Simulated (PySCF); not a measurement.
Compound: C₇H₁₁Cl.
Geometry (GFN2-xTB, Å), atoms numbered from 1 in this order:
```
atom  x, y, z in Å
C1     2.4621   -0.2813    1.3007
C2     1.9762    0.1212    0.1422
C3     0.8655   -0.5679   -0.5943
C4    -0.3241    0.3471   -0.6878
C5    -0.6623    1.0026   -1.7889
Cl6    0.1876    0.8833   -3.2884
C7    -1.1350    0.5083    0.5688
C8    -2.1223   -0.6463    0.7471
H9     3.2583    0.2439    1.8002
H10    2.0911   -1.1641    1.7964
H11    2.3608    1.0110   -0.3381
H12    1.2063   -0.8296   -1.5978
H13    0.5863   -1.4810   -0.0658
H14   -1.5088    1.6694   -1.8406
H15   -0.4548    0.5396    1.4223
H16   -1.6893    1.4474    0.5364
H17   -1.6012   -1.5986    0.8059
H18   -2.6949   -0.5121    1.6617
H19   -2.8115   -0.6837   -0.0930
```

Vertical excitations from PySCF (density fitting, frozen core in the response, grid level 2 and gas phase unless stated; continuum runs use non-equilibrium linear response for the excitations) on a GFN2-xTB geometry. Reference run:

```tsv
settings	S1, eV (f)	S2, eV (f)	S3, eV (f)	S4, eV (f)	S5, eV (f)	S6, eV (f)	T1, eV (Tamm–Dancoff)	mean α (au)
PBE0/def2-SVPD, full TDDFT, 6 singlets	5.94 (0.199)	6.44 (0.083)	6.47 (0.022)	6.69 (0.007)	6.89 (0.151)	7.18 (0.023)	4.07	100.2
```

What do these settings give: PW91/def2-SVPD, IEF-PCM benzene, level shift 0.3 Eh, energy threshold 1e-06 Eh, TDA, 12 singlets?

```tsv
settings	S1, eV (f)	S2, eV (f)	S3, eV (f)	S4, eV (f)	S5, eV (f)	S6, eV (f)	T1, eV (Tamm–Dancoff)	mean α (au)
PW91/def2-SVPD, IEF-PCM benzene, level shift 0.3 Eh, energy threshold 1e-06 Eh, TDA, 12 singlets	5.07 (0.107)	5.58 (0.065)	5.83 (0.027)	5.88 (0.005)	6.27 (0.012)	6.33 (0.025)	–	119.3
```

S1 moves by -0.87 eV; functional, environment and response scheme change together, so the shift can't be laid on one. States are counted by energy in each run and needn't keep their character from row to row.

Which orbital pairs make up S1 in each run, and how does it sit against the orbital gap?

```json
{"settings": "PBE0/def2-SVPD, full TDDFT, 6 singlets", "S1 configurations (weight)": "H→L 0.90", "S1 (eV)": "5.94", "orbital gap (eV)": "6.69", "S1 − gap (eV)": "-0.75"}
{"settings": "PW91/def2-SVPD, IEF-PCM benzene, level shift 0.3 Eh, energy threshold 1e-06 Eh, TDA, 12 singlets", "S1 configurations (weight)": "H→L 0.69, H→L+1 0.26", "S1 (eV)": "5.07", "orbital gap (eV)": "4.63", "S1 − gap (eV)": "+0.44"}
```

Geometry: GFN2-xTB, one conformer.
